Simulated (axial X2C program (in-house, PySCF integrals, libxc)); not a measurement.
## Potential curves of SnC, two-component

All values were computed with an in-house relativistic program for diatomic molecules. Two-component (2c) means X2C with spin–orbit coupling and atomic mean-field two-electron Coulomb and Gaunt terms. Basis: Sn dyall-cv3z [11s12p9d4f1g], C dyall-v3z [7s6p2d1f] (cores contracted in-house); Gaussian nuclei, density fitting, unrestricted open shells. Masses: Sn 119.902 u, C 12.000 u.

State: Ω = 2 (⟨Sz⟩ = 1.00, ⟨Lz⟩ = 1.00 at HF). Energies in eV from the lowest point of each curve. Fits are polynomials in 1 − R0/R over 0.85 to 1.23 times the lowest point R0.

| R (Å) | CCSD(T) |
| --- | --- |
| 1.8382 | 0.4343 |
| 1.8988 | 0.1811 |
| 1.9594 | 0.0463 |
| 2.0200 | 0.0000 |
| 2.0907 | 0.0264 |
| 2.1614 | 0.1121 |
| 2.2523 | 0.2767 |

Correlated methods: 8 electrons correlated (number of frozen shells: Sn 4 s, 3 p, 2 d; C 1 s), 234 virtual spin orbitals or spinors in MP2, 90 natural virtuals in coupled cluster.

One determinant describes the state; a PBE0 search over occupations chose it and may have missed a lower one. Coupled cluster ran in a truncated set of natural virtual spinors; the MP2 energy of the rest was added. (T) has no such correction and the atoms are truncated less, which lowers De at CCSD(T) by a hundredth of an eV or more. Other states lie close and PBE0, whose exact exchange favours high spin, may order them wrongly; the determinant shown need not be the ground state. The nearest other 2c determinant of the search, Ω = 1, lies 0.26 eV up at the distance of the search. With several unpaired electrons one determinant need not be a pure state. Open-shell Ω = 0 determinants with evenly filled partner blocks cannot be reached by this program, so the Ω shown need not be the lowest component. The determinant is spin-polarised beyond a pure state at some levels (its spin-free form has ⟨S²⟩ too high), which makes Re and μ there less reliable. The T1 diagnostic is large, a sign of multireference character. With the outer-core shells frozen, correlated bond lengths of heavy atoms tend to come out a few hundredths of an ångström too long. Coupled cluster ran on the points near the minimum only. MP2 and coupled cluster on one determinant become unreliable at the stretched end.

What are Re and ωe at the CCSD(T) level?

At CCSD(T), 2c: Re = 2.030 Å, ωe ≈ 642 cm⁻¹; Be follows as 0.375 cm⁻¹.
